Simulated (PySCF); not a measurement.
PySCF input file for ethenylcyclopropane (C5H8), SMILES C=CC1CC1, HF/pcSseg-1. Coordinates come from a B3LYP-D3(BJ)/def2-SVP optimisation. One conformer was computed; it need not be the lowest.

```python
import numpy as np
from pyscf import gto, scf, dft
from pyscf.prop.nmr import rhf as nmr

mol = gto.M(
    atom='''
    C     2.24574661    0.11727863    0.00000000
    C     1.00345687   -0.37776261   -0.00000001
    C    -0.23839160    0.42339190    0.00000002
    C    -1.45914206   -0.07726010    0.74947933
    C    -1.45914206   -0.07726006   -0.74947933
    H     2.43054726    1.19633046    0.00000003
    H     3.12087276   -0.53713445   -0.00000001
    H     0.86228468   -1.46697332   -0.00000004
    H    -0.08296105    1.50723153    0.00000004
    H    -1.37257918   -1.03669708    1.26796797
    H    -2.07037594    0.66180663    1.27450403
    H    -1.37257918   -1.03669700   -1.26796804
    H    -2.07037594    0.66180670   -1.27450399
    ''',
    basis='pcSseg-1',
    charge=0,
    spin=0,
    max_memory=1600,
    verbose=3,
)
mf = scf.RHF(mol)
mf.conv_tol = 1e-10
mf.max_cycle = 100
mf.kernel()
n = nmr.NMR(mf)
n.verbose = 2
n.max_cycle_cphf = 60
sigma = n.kernel()
print('atom   isotropic/ppm   span/ppm')
for i, s in enumerate(sigma):
    w = np.linalg.eigvalsh((s + s.T) / 2)
    print(f'{mol.atom_symbol(i):2s}{i + 1:3d} {w.mean():14.3f} {w[2] - w[0]:11.3f}')
```

Program output:

```
converged SCF energy = -193.906480076731
atom   isotropic/ppm   span/ppm
C   1         71.691     223.837
C   2         38.736     248.414
C   3        179.651      89.253
C   4        185.803      63.561
C   5        185.803      63.561
H   6         26.270       8.635
H   7         26.523       8.455
H   8         26.541       6.759
H   9         30.633      15.487
H  10         31.435      14.957
H  11         31.019      16.184
H  12         31.435      14.957
H  13         31.019      16.184
```

Self-consistency was reached.

Cost: very roughly 27 core-seconds.
